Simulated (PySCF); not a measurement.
Species: C7H8N2O.
SMILES with atom numbers: `[CH3:1][C:2](=[O:3])[c:4]1[cH:5][n:6][n:7][cH:8][c:9]1[CH3:10]` (hydrogens: H11, H12, H13 on C1; H14 on C5; H15 on C8; H16, H17, H18 on C10)

Geometry (GFN2-xTB, Å), atoms numbered from 1 in this order:
```
atom  x, y, z in Å
C1     2.3496   -0.6482    0.9773
C2     1.3766   -0.4679   -0.1597
O3     1.5958   -0.8934   -1.2694
C4     0.1268    0.2756    0.1673
C5     0.0873    1.2305    1.1945
N6    -0.9953    1.8983    1.5260
N7    -2.1103    1.6949    0.8887
C8    -2.1554    0.8451   -0.1125
C9    -1.0616    0.0818   -0.5451
C10   -1.1998   -0.8705   -1.6790
H11    3.0714   -1.4167    0.7121
H12    1.8352   -0.9166    1.8964
H13    2.8867    0.2853    1.1394
H14    0.9659    1.4781    1.7722
H15   -3.1181    0.7550   -0.5974
H16   -0.6598   -0.4867   -2.5440
H17   -2.2462   -1.0039   -1.9433
H18   -0.7575   -1.8345   -1.4353
```

Computed at PBE0/pcSseg-1 (PySCF, non-relativistic), with Q(17O) = −0.0256 b, Q(14N) = 0.02044 b: O3, 17O (I = 5/2): χzz = 12.34 MHz, η = 0.479; N6, 14N (I = 1): χzz = -6.181 MHz, η = 0.136; N7, 14N (I = 1): χzz = -6.457 MHz, η = 0.236.

(1) Find the zero-field quadrupole resonance frequencies of 17O at O3.

(2) Where would the pure quadrupole (NQR) lines of 14N at N6 fall for the rigid, isolated species?

(3) Where would the pure quadrupole (NQR) lines of 14N at N7 fall for the rigid, isolated species?

## Answers

(1) From the eigenvalues of H = χ/[4I(2I − 1)] × [3Iz² − I(I + 1) + η(Ix² − Iy²)], steps between neighbouring levels, labelled as for η = 0: ±1/2↔±3/2 2.266 MHz, ±3/2↔±5/2 3.555 MHz (ketone oxygen).

(2) From ν± = (3/4)|χ|(1 ± η/3) and ν0 = |χ|η/2: ν+ 4.846 MHz, ν− 4.425 MHz, ν0 0.421 MHz (pyridine-type nitrogen).

(3) From ν± = (3/4)|χ|(1 ± η/3) and ν0 = |χ|η/2: ν+ 5.224 MHz, ν− 4.462 MHz, ν0 0.762 MHz (pyridine-type nitrogen).

In a crystal, neighbours and librations shift these lines. GFN2-xTB bond lengths can be off by several hundredths of an ångström, more for odd bonds, and the gradients follow them. A larger basis could move these couplings by a tenth or more.

These values come from a run that also computed NMR shieldings. Hardware: one thread, Arm Neoverse V2 (aarch64), no GPU, shared host. Cost: 47 s wall (grids of density and orbitals included), 1.0 GiB resident at most.

One conformer stands for the species.
